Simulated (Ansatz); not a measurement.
Ansatz (a first-principles code) input (RI-MP2/def2-QZVPPD):
A basis named .json is the Basis Set Exchange file of that set.

Ansatz 0.2 input:
```yaml
crystal:
  periodic: [false, false, false]
  atoms:
    - {symbol: Ir, position_ang: [-0.01134750, -0.01912641, 0.00044606]}
    - {symbol: O, position_ang: [1.71105170, 0.10734678, -0.00339405]}
    - {symbol: O, position_ang: [-0.72621732, 1.55260868, -0.03531928]}
    - {symbol: O, position_ang: [-0.87561468, -1.47586375, 0.03441996]}
basis:
  gaussian:
    orbitals: def2-QZVPPD.json
    fitting: {mean_field: def2-universal-jkfit, correlation: def2-QZVPPD-RIFIT.json}
total_charge: 1
magnetization: {spin_polarized: false}
correlation: {method: mp2, electrons: outside_noble_gas}
```

End of the output:

```
integrals: 0.32 GiB planned
458 factors; integrals over basis functions are off by at most 1.2e0 eV
mean field: 0.75 GiB planned
mean field evaluation 1: about -8900.6663 eV, gradient 8.8e1 eV
mean field evaluation 2: about -8877.9199 eV, gradient 1.5e2 eV
mean field evaluation 4: about -8912.9005 eV, gradient 7.6e0 eV
mean field evaluation 8: about -8913.1120 eV, gradient 3.7e-1 eV
mean field evaluation 16: about -8905.5071 eV, gradient 1.6e0 eV
mean field evaluation 32: about -8905.3915 eV, gradient 3.7e1 eV
mean field evaluation 64: about -8905.8513 eV, gradient 2.1e0 eV
mean field -8913.11696790 eV, -327.5510070428 hartree, gradient 8.0e-6 eV, S^2 0.000000; 6 other end points of the search recorded, 0 dependent functions left out; unrestricted orbitals would lower it
mean field evaluation 96: about -8914.9228 eV, gradient 3.3e0 eV
unrestricted determinant -8916.69679022 eV, -327.6825630864 hartree, S^2 2.0376
7 core orbitals not correlated
723 factors; their error is unknown
reference -8913.11696790 eV, -327.5510070428 hartree; 13, 13 occupied and 266, 266 virtual orbitals, 723 factors
second order -36.85817109 eV of doubles, -0.00000000 eV of singles
Total energy: -8949.97513899 eV, -328.9055198469 hartree
```

This state (charge 1, singlet) is run at the relaxed geometry of the species with charge 0 and multiplicity 2.
